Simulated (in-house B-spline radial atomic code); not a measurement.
Configurations of Cs, with energies counted from [Xe] 6s1. Method: scalar-relativistic (X2C) CAM-B3LYP, spin-polarised, spherical fractional occupations, exact exchange averaged over the configuration, Fermi nucleus of rms radius 4.8041 fm. Calculated with an all-electron radial atomic-structure program (B-spline basis). Shells without spins written out take the highest spin.

Occupations are held fixed; configurations that lie above the ionisation limit could autoionise.

```json
{"configuration": "[Xe] 5f1", "E - E(ref) (eV)": "3.3227", "highest orbital": "5f up", "its <r> (bohr)": "29.63"}
{"configuration": "[Kr] 4d10 5s2 5p5 6s1 6p1", "E - E(ref) (eV)": "14.245", "highest orbital": "6p up", "its <r> (bohr)": "6.191"}
{"configuration": "[Kr] 4d10 5s2 5p5 6s1 7f1", "E - E(ref) (eV)": "17.334", "highest orbital": "7f up", "its <r> (bohr)": "58.86"}
{"configuration": "[Kr] 4d10 5s1 5p6 6s1 6f1", "E - E(ref) (eV)": "32.001", "highest orbital": "6f up", "its <r> (bohr)": "41.93"}
{"configuration": "[Kr] 4d9 5s2 5p6 6s2", "E - E(ref) (eV)": "77.621", "highest orbital": "6s down", "its <r> (bohr)": "4.868"}
```

Q: Order these further configurations by energy, lowest first.
A. [Kr] 4d10 5s1 5p6 6s1 7s1
B. [Kr] 4d10 5s1 5p6 6s1 6p1
C. [Ar] 3d10 4s2 4p5 4d10 5s2 5p6 6s1 7s1
D. [Ar] 3d10 4s2 4p5 4d10 5s2 5p6 6s1 6p1
E. [Ar] 3d10 4s2 4p5 4d10 5s2 5p6 5d1 6s1

A: B (28.991 eV), A (30.547 eV), E (168.19 eV), D (168.82 eV), C (170.39 eV).

Q: How far above the reference does [Ar] 3d10 4s2 4p5 4d10 5s2 5p6 5f1 6s1 lie?

A: 171.6 eV; its least bound orbital is 5f up with <r> = 22.36 bohr.
